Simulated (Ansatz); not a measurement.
```yaml
crystal:
  periodic: [false, false, false]
  atoms:
    - {symbol: F, position_ang: [-1.942191, -0.039139, -0.895581]}
    - {symbol: B, position_ang: [-0.696142, 0.579387, -0.409615]}
    - {symbol: C, position_ang: [0.573157, -0.395015, 0.301997]}
    - {symbol: F, position_ang: [0.261807, -1.908960, 0.364051]}
    - {symbol: H, position_ang: [-0.556423, 1.911260, -0.525569]}
    - {symbol: H, position_ang: [0.809549, 0.007663, 1.442112]}
    - {symbol: H, position_ang: [1.618789, -0.231356, -0.328691]}
basis:
  gaussian: {orbitals: aug-cc-pVDZ}
magnetization: {spin_polarized: true, initial_magnetization: 3}
hamiltonian: {xc: {name: B97M-V}}
accuracy: high
output: {forces: true}
```

```sh
$ ansatz run in.yaml --threads 2 --pin off --events-out ev --progress --plain --max-ram 4352MiB
```

Output, abridged:

```
Error: a molecule whose nuclei and cores have a total charge of 32 cannot have a net charge of 0 together with 3 unpaired electrons
```

In this input the number of unpaired electrons doesn't fit the electron count. The input was rejected before any iteration.
